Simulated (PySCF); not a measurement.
Ligands exchanged one at a time, B Br-OH. Isolated molecules, 0 K electronic values unless said otherwise. One relaxed conformer stands for each flexible species; it need not be the lowest. Strings in code marks are SMILES.

The S1–T1 gap (TDA) from two functionals at the same geometries (PBE0-D3(BJ)/def2-TZVP), both in PySCF: PBE-D3(BJ)/def2-TZVP and PBE0-D3(BJ)/def2-TZVP. Excitations are Tamm–Dancoff values on a coarser integration grid. The basis has no diffuse functions, so Rydberg states are missing or too high.

| species | PBE-D3(BJ)/def2-TZVP (eV) |
|---|---|
| 0 of 3 Br replaced by OH | 0.17 |
| 1 of 3 Br replaced by OH (`OB(Br)Br` (H–O–B–Br torsion 0°)) | 0.15 |
| 2 of 3 Br replaced by OH (`OB(O)Br` (H–O–B–Br torsion -180°, Br–B–O–H torsion 180°)) | 0.10 |
| 3 of 3 Br replaced by OH (`OB(O)O`) | 0.20 |

What does PBE0-D3(BJ)/def2-TZVP give for each?


- 0 of 3 Br replaced by OH: 0.17
- 1 of 3 Br replaced by OH (`OB(Br)Br` (H–O–B–Br torsion 0°)): 0.17
- 2 of 3 Br replaced by OH (`OB(O)Br` (H–O–B–Br torsion -180°, Br–B–O–H torsion 180°)): 0.19
- 3 of 3 Br replaced by OH (`OB(O)O`): 0.32
Over these rows, drawn at random from the members with no instability flagged (it was tested for open shells, ions and some series alone), PBE minus PBE0-D3(BJ): mean -0.06 eV, from -0.12 eV to -0.01 eV.
